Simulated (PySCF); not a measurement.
**Correlation energy of Tc (technetium, neutral)**

[Kr] 4d5 5s1 5p1, high-spin 8P determinant (an excited configuration). Calculation: PySCF 2.14, in aug-cc-pwCVTZ-PP with ECP28MDF (8s8p7d4f3g, 122 functions); a scalar-relativistic core potential. Frozen: 4s2 4p6; 7 electrons correlated.

MP2 pair energies summed by pair of shells (mhartree):

```json
{"pair": "4d-4d", "energy": "-63.82", "share (%)": "68.9"}
{"pair": "4d-5s", "energy": "-17.08", "share (%)": "18.4"}
{"pair": "4d-5p", "energy": "-9.89", "share (%)": "10.7"}
{"pair": "5s-5p", "energy": "-1.88", "share (%)": "2.0"}
```

Total MP2 correlation energy: -92.67 mhartree.

Same-spin part -92.67 and opposite-spin part 0.00 mhartree; SCS-MP2 scales them by 1/3 and 6/5 to -30.89 mhartree.
